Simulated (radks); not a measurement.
Method: Dirac Kohn-Sham, BLYP, spin-unpolarised, spherical densities, finite nucleus; open shells fill j = l - 1/2 first; Fermi nuclear charge, rms radius of each element as measured or else 0.836 A^(1/3) + 0.57 fm; computed with a radial shooting solver on a logarithmic mesh with Libxc functionals. Each species is in its NIST ground configuration. Rank F, Be, N, C, B, Li, Ne, O by radius at which the density is 0.001 e/bohr^3 (bohr), largest first.

Answer. Be 4.13, Li 4.12, B 3.92, C 3.69, N 3.49, O 3.30, F 3.14, Ne 2.99.
